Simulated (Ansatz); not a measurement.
```yaml
crystal:
  periodic: [false, false, false]
  atoms:
    - {symbol: O, position_ang: [1.782835, -0.322774, 0.264902]}
    - {symbol: Nb, position_ang: [0.000138, 0.230365, 0.061364]}
    - {symbol: O, position_ang: [-1.218064, -0.597999, 1.211776]}
    - {symbol: O, position_ang: [-0.282893, -0.958256, -1.356400]}
    - {symbol: Cl, position_ang: [-0.717791, 1.901163, -1.407452]}
    - {symbol: Cl, position_ang: [0.410877, 1.962794, 1.605053]}
    - {symbol: H, position_ang: [2.374239, 0.099086, 0.895121]}
    - {symbol: H, position_ang: [-1.759961, -1.361805, 0.996684]}
    - {symbol: H, position_ang: [-0.500876, -0.998773, -2.288147]}
basis:
  gaussian: {orbitals: def2-SVP, final_grid: {core_spheres: 1, valence_spheres: 1, degree: 3}}
hamiltonian: {xc: {name: wB97M-V}}
```

```sh
$ ansatz run in.yaml --threads 4 --pin off --events-out ev --progress --plain --max-ram 11315MiB
```

Shortened log:

```
Functional definition: wB97M-V
  name "wB97M-V"
  cite "Mardirossian & Head-Gordon, J. Chem. Phys. 144, 214110 (2016) doi:10.1063/1.4952647"
  cite "Becke, J. Chem. Phys. 107, 8554 (1997) doi:10.1063/1.475007"
  cite "Vydrov & Van Voorhis, J. Chem. Phys. 133, 244103 (2010) doi:10.1063/1.3521275"
  # Of w^i u^j: cxij and so on, Table III.
  parameter omega = 0.3/bohr
  parameter cx = 0.15
  parameter cx01 = 1.007
  parameter cx10 = 0.259
  parameter css00 = 0.443
  parameter css04 = -1.437
  parameter css10 = -4.535
  parameter css20 = -3.390
  parameter css43 = 4.278
  parameter cos00 = 1.000
  parameter cos10 = 1.358
  parameter cos20 = 2.924
  parameter cos21 = -8.812
  parameter cos60 = -1.390
  parameter cos61 = 9.142
  parameter b = 6.0
  parameter c = 0.01
  gx(w, u) = 1 - cx + cx01*u + cx10*w
  gss(w, u) = css00 + css04*u^4 + css10*w + css20*w^2 + css43*w^4*u^3
  gos(w, u) = cos00 + cos10*w + (cos20 + cos21*u)*w^2 + (cos60 + cos61*u)*w^6
  exchange = spin_sum(e_x_unif_sr(omega)*gx(b97_w, b97_u_x)) + cx*exact_x_sr(omega) + exact_x_lr(omega)
  correlation = spin_sum(e_c_pw_mod_same_spin*gss(b97_w, b97_u_same))
      + integral(e_c_pw_mod_opposite_spin*gos(b97_w_opposite, b97_u_opposite)) + vv10(b, c)
1189 factors; integrals over basis functions are off by at most 9.7e-4 eV
271 factors; integrals over basis functions are off by at most 6.6e-6 eV
mean field evaluation 1: about -32761.8449 eV, gradient 8.1e1 eV
mean field evaluation 2: about -32730.1139 eV, gradient 1.6e2 eV
mean field evaluation 4: about -32774.5089 eV, gradient 5.8e0 eV
mean field evaluation 8: about -32756.8856 eV, gradient 8.1e1 eV
mean field evaluation 16: about -32786.9131 eV, gradient 5.7e-1 eV
mean field evaluation 32: about -32786.9251 eV, gradient 9.1e-4 eV
mean field -32786.92510527 eV, -1204.8972738428 hartree, gradient 6.6e-5 eV, S^2 0.000000; 0 other end points of the search recorded, 0 dependent functions left out
reference -32786.92522339 eV, -1204.8972781834 hartree; 37, 37 occupied and 87, 87 virtual orbitals, 1189 factors
Total energy: -32786.92522339 eV, -1204.8972781834 hartree
```

What is wrong with this run?

The integration grid is far too coarse. Self-consistency was reached. The result belongs to that input, not to the molecule as meant.
